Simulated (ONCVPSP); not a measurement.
## What one change does to a pseudopotential (Sb, ONCV)

ONCVPSP 4.0.1 input, shortened (lines: element, Z, core and valence counts, functional; n l f; lmax; l rc ep ncon nbas qcut; lloc lpopt rc5 dvloc0; l nproj debl; icmod fcfact rcfact), PW91, scalar-relativistic:

```
  Sb 51.00    9    2  -109134      upf
    1    0    2.00
    2    0    2.00
    2    1    6.00
    3    0    2.00
    3    1    6.00
    3    2   10.00
    4    0    2.00
    4    1    6.00
    4    2   10.00
    5    0    2.00
    5    1    2.00
    2
    0    1.80    0.00    5    8    3.70
    1    2.25    0.00    5   10    3.40
    2    2.45    0.06    3    6    4.10
    4    5    1.40    0.00
    0    3    1.70
    1    2    1.60
    2    3    1.40
    0    0.00    0.00
```

Change: functional PBE.

Cutoffs: the cutoffs (Ha) at which the residual kinetic energy of the hardest occupied pseudo-wave falls to 1 and 0.1 mHa per electron; they do not see the model core or the augmentation charge, which bear on the density cutoff. Errors are all-electron minus pseudo energies relative to the spin-unpolarised reference configuration.

Question: Predict the effect on cutoff, ghosts and configuration errors.

Answer: The potential gets neither clearly harder nor softer (37 Ha and 49 Ha → 37 Ha and 49 Ha); both files keep a bound ghost (d, s); of the 4 tests that both files solve, the error grows in 1 and shrinks in 1 by more than 15 % and 0.3 meV (median size 8.6 → 8.8 meV).

| quantity | base | changed |
| --- | --- | --- |
| cutoff, loose | 37 Ha | 37 Ha |
| cutoff, tight | 49 Ha | 49 Ha |
| loose cutoff by channel | s 37 Ha, p 6.6 Ha | s 37 Ha, p 6.5 Ha |
| bound ghosts | s, d | s, d |
| GHOST(+) flags under 300 eV | p at 64.6 eV | p at 64.1 eV |
| error for 5s2 5p3, meV [ΔE -8.38 → -8.32 eV] | +1.1 | +0.2 |
| error for 5s2 5p1, meV [ΔE 16.05 → 15.97 eV] | -4.8 | -6.2 |
| error for 5s2 5p0, meV [ΔE 40.56 → 40.38 eV] | +12 | +11 |
| error for 5s1 5p0, meV [ΔE 84.96 → 84.68 eV] | +210 | +212 |
| s: phases at 1.83 bohr within 0.05 rad from the reference energy up to (Ha; the scan ends near 5) | to the end of the scan | to the end of the scan |
| p: phases at 2.28 bohr within 0.05 rad from the reference energy up to (Ha; the scan ends near 5) | 2.2 | 2.2 |
| d: phases at 2.48 bohr within 0.05 rad from the reference energy up to (Ha; the scan ends near 5) | n/a | n/a |

 A true bound ghost makes a file unfit for plane-wave use even where its test errors are small: the radial tests pick states by their node count and pass the ghost by.
